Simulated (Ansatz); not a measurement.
H$_{3}$ClOS$_{2}$Si, singlet, at a GFN2-xTB geometry, atoms displaced at random by about 0.08 Å a coordinate; HF/6-31G, gradient (Ansatz, an electronic-structure program).

Input for Ansatz:
Ansatz 0.2 input:
```yaml
crystal:
  periodic: [false, false, false]
  atoms:
    - {symbol: O, position_ang: [-0.20878079, 0.34894587, 1.83841160]}
    - {symbol: Si, position_ang: [-0.07396628, -0.08501435, 0.23655227]}
    - {symbol: S, position_ang: [0.14500372, 1.92840009, -0.76601561]}
    - {symbol: S, position_ang: [1.63291049, -1.02494754, 0.07829384]}
    - {symbol: Cl, position_ang: [-1.70913854, -0.95922721, -0.61264276]}
    - {symbol: H, position_ang: [-0.92536404, 0.53333933, 2.12673200]}
    - {symbol: H, position_ang: [1.39139511, 2.16721041, -0.19210274]}
    - {symbol: H, position_ang: [1.61927992, -1.70488067, 1.36814155]}
basis:
  gaussian:
    orbitals: 6-31G
hamiltonian:
  xc: hf
output: {forces: true}
```

### Question
Predict the main parts of the log of this Ansatz run.

### Answer

```
Functional definition: HF
731 factors; integrals over basis functions are off by at most 5.6e-4 eV
mean field evaluation 1: about -44076.6203 eV, gradient 3.6e1 eV
mean field evaluation 2: about -44076.6294 eV, gradient 3.6e1 eV
mean field evaluation 4: about -44079.9882 eV, gradient 2.7e0 eV
mean field evaluation 8: about -44080.0163 eV, gradient 2.6e-4 eV
mean field -44080.01625495 eV, -1619.9107188612 hartree, gradient 3.0e-5 eV, S^2 0.000000; 0 other end points of the search recorded, 0 dependent functions left out
the calculation of the forces begins
reference -44080.01625495 eV, -1619.9107188612 hartree; 37, 37 occupied and 30, 30 virtual orbitals, 731 factors
Total energy: -44080.01625495 eV, -1619.9107188612 hartree
Atom 0 at    -0.208781     0.348946     1.838412 Å, force    12.822271    -4.421601    -5.416230 eV/Å
Atom 1 at    -0.073966    -0.085014     0.236552 Å, force    -1.905447     5.012563    -0.294875 eV/Å
Atom 2 at     0.145004     1.928400    -0.766016 Å, force     0.724380    -0.331169     0.220611 eV/Å
Atom 3 at     1.632910    -1.024948     0.078294 Å, force     5.220000    -4.300187     1.439546 eV/Å
Atom 4 at    -1.709139    -0.959227    -0.612643 Å, force    -2.048898    -1.093644    -0.640738 eV/Å
Atom 5 at    -0.925364     0.533339     2.126732 Å, force   -14.123325     4.188557     6.970886 eV/Å
Atom 6 at     1.391395     2.167210    -0.192103 Å, force    -0.851087     0.052106    -0.397478 eV/Å
Atom 7 at     1.619280    -1.704881     1.368142 Å, force     0.162107     0.893374    -1.881721 eV/Å
Dipole moment:     0.017633    -0.267553     0.561984 e Å
```
